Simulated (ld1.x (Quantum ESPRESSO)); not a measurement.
PBE PAW dataset for O (Z = 8), scalar-relativistic all-electron reference.

ld1.x (Quantum ESPRESSO) 7.5 was run on this input:

```
&input
   title='O', zed=8., rel=1, dft='PBE', iswitch=3,
   config='[He] 2s2 2p4',
   nld=2, rlderiv=2.50, eminld=-4.0, emaxld=5.0, deld=0.02
 /
 &inputp
   pseudotype=3, lpaw=.true., tm=.true., lloc=-1, rcloc=0.70,
   nlcc=.true., new_core_ps=.true., rcore=0.70,
   which_augfun='PSQ', rmatch_augfun_nc=.true.,
   file_pseudopw='O.UPF', file_wfcaegen='ae.wfc', file_wfcncgen='nc.wfc', file_beta='beta', file_chi='chi', file_wfcusgen='us.wfc'
 /
4
2S  1  0   2.00   0.00  0.80  0.90  0.0
2S  1  0   0.00  -1.45  0.80  0.90  0.0
2P  2  1   4.00   0.00  1.70  2.30  0.0
2P  2  1   0.00   1.95  1.70  2.30  0.0
 &test
   configts(1)='2s2 2p4'
 /
```

Command:

```bash
ld1.x < O.in > O.out
```

The program printed (shortened: banner, matrices, multipoles, cross overlaps and the repeated all-electron block are left out):

```
Program LD1 v.7.5
     --------------------------- All-electron run ----------------------------

     O
     scalar relativistic calculation

     atomic number is  8.00
     dft =PBE   lsd =0 sic =0 latt =0  beta=0.20 tr2=1.0E-14
     Exchange-correlation= PBE
                           (   1   4   3   4   0   0   0)
     mesh =1095 r(mesh) =  99.04343 a.u. xmin = -7.00 dx = 0.01250
     1 Ry =  13.60569312 eV, c = 137.03599908

     n l     nl                  e(Ry)          e(Ha)          e(eV)
     1 0     1S 1( 2.00)       -37.8295       -18.9148      -514.6969
     2 0     2S 1( 2.00)        -1.7611        -0.8806       -23.9616
     2 1     2P 1( 4.00)        -0.6637        -0.3319        -9.0308

     final scf error:  9.7E-15 reached in  23 iterations

     Etot =    -150.004152 Ry,     -75.002076 Ha,   -2040.910458 eV

     Ekin =     149.791567 Ry,      74.895784 Ha,    2038.018097 eV
     Encl =    -356.113718 Ry,    -178.056859 Ha,   -4845.173959 eV
     Eh   =      72.868749 Ry,      36.434374 Ha,     991.429835 eV
     Exc  =     -16.550750 Ry,      -8.275375 Ha,    -225.184431 eV

     normalization and overlap integrals

     s(1S/1S) =  1.000000  <r> =   0.1995  <r2> =    0.0538  r(max) =   0.1298
     s(2S/2S) =  1.000000  <r> =   1.1394  <r2> =    1.5805  r(max) =   0.8677
     s(2P/2P) =  1.000000  <r> =   1.2657  <r2> =    2.1375  r(max) =   0.8151

     ------------------------ End of All-electron run ------------------------

     --------------------- Generating PAW atomic setup --------------------

      Generating local potential from pseudized AE potential:
      Matching radius rcloc =   0.7000

      Local pseudo, rcloc= 0.702 Estimated cut-off energy=    48.52 Ry

      Computing core charge for nlcc:

       r > 0.70 : true rho core
      Core charge pseudized with two Bessel functions
      Integrated core pseudo-charge :   0.20
      Wfc-us  2S rcutus= 0.901  Estimated cut-off energy=    55.14 Ry
      Wfc-us  2S rcutus= 0.901  Estimated cut-off energy=    55.70 Ry
      Wfc-us  2P rcutus= 2.272  Estimated cut-off energy=    15.81 Ry
      Wfc-us  2P rcutus= 2.272  Estimated cut-off energy=    14.15 Ry

     Required augmentation: PSQ   radius:    2.300000

     Q pseudized with Bessel functions
     Expected ecutrho=     279.5283 due to l1=  0   l2=  1

     Estimated PAW energy =  -41.157239 Ryd

     ------------------- End of pseudopotential generation -------------------

     Computing logarithmic derivative in   2.49510
     Computing logarithmic derivative in   2.49510
     Computing the partial wave expansion
     R is outside the sphere for l=    0 j= 0.00
     R is outside the sphere for l=    0 j= 0.00
     R is outside the sphere for l=    1 j= 0.00
     R is outside the sphere for l=    1 j= 0.00

     ---------------------- Testing the pseudopotential ----------------------

     O
     scalar relativistic calculation

     atomic number is  8.00   valence charge is  6.00
     dft = SLA  PW   PBX  PBC   lsd =0 sic =0 latt =0  beta=0.20 tr2=1.0E-14
     mesh =1095 r(mesh) =  99.04343 xmin = -7.00 dx = 0.01250

     n l     nl             e AE (Ry)        e PS (Ry)    De AE-PS (Ry)
     1 0     2S   1( 2.00)       -1.76114       -1.76117        0.00003
     2 1     2P   1( 4.00)       -0.66375       -0.66375       -0.00000

     eps = 3.4E-17  iter =  4

     Etot =    -150.004152 Ry,     -75.002076 Ha,   -2040.910458 eV
     Etotps =   -41.157295 Ry,     -20.578648 Ha,    -559.973532 eV

     Ekin =      33.197230 Ry,      16.598615 Ha,     451.671331 eV
     Encl =     -85.159615 Ry,     -42.579807 Ha,   -1158.655587 eV
     Ehrt =      27.355838 Ry,      13.677919 Ha,     372.195144 eV
     Ecxc =     -16.550750 Ry,      -8.275375 Ha,    -225.184419 eV
     (Ecc =      -0.241558 Ry,      -0.120779 Ha,      -3.286566 eV)

     ---------------------- End of pseudopotential test ----------------------
```

Generation and configuration tests took about 1.1 s on one core of a shared server CPU.
